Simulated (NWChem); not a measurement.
A calculation on AgI

```xyz
2

Ag     0.0000     0.0000    -1.3700
I      0.0000     0.0000     1.2149
```
Charge 0, spin multiplicity 1.

Everything below was run with NWChem. Structure: optimised with PBE/def2-SVP with def2 effective core potentials on Ag, I, a minimum by its harmonic frequencies.

Symmetry labels belong to the abelian group C2v used in the runs, with the axes of the coordinates shown; states degenerate in a higher group split over its labels.

Effective core potentials replace the inner electrons of Ag, I; spin-orbit coupling is left out. The structure started from a generated list of species.

Q: List the lowest 3 singlet excitations that TDA-PBE0/def2-SVPD with def2 effective core potentials on Ag, I gives, with oscillator strengths.

A: 
```
state  symmetry  energy (eV)  wavelength (nm)      f
-----  --------  -----------  ---------------  -----
1            b2         2.53              490  0.008
2            b1         2.53              490  0.008
3            a1         3.85              322  0.154
```
